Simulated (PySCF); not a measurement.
BH₂O₃, SMILES OB(O)[O-], charge -1.

Geometry optimised at PBE-D3(BJ)/def2-SVPD. One conformer was computed; it need not be the lowest.

Level of theory: PBE-D3(BJ)/def2-SVPD (PySCF 2.14.0).

Harmonic, unscaled wavenumbers; measured fundamentals usually lie a few per cent lower.

```csv
mode,ν (cm⁻¹),IR (km/mol),moving atoms (share of kinetic energy)
1,402,5.9,"O 74 %, H 15 %, B 10 %"
2,442,56.4,"O 76 %, H 18 %"
3,499,0.0,"H 86 %, O 14 %"
4,520,100.6,"H 88 %, B 11 %"
5,686,71.2,"B 71 %, O 21 %, H 8 %"
6,772,10.3,"O 83 %, H 12 %"
7,922,411.8,"H 52 %, O 37 %, B 11 %"
8,1029,26.0,"H 71 %, O 29 %"
9,1175,118.3,"B 64 %, H 26 %, O 10 %"
10,1500,581.9,"B 67 %, O 29 %"
11,3757,12.6,H 94 %
12,3760,2.2,H 94 %
```
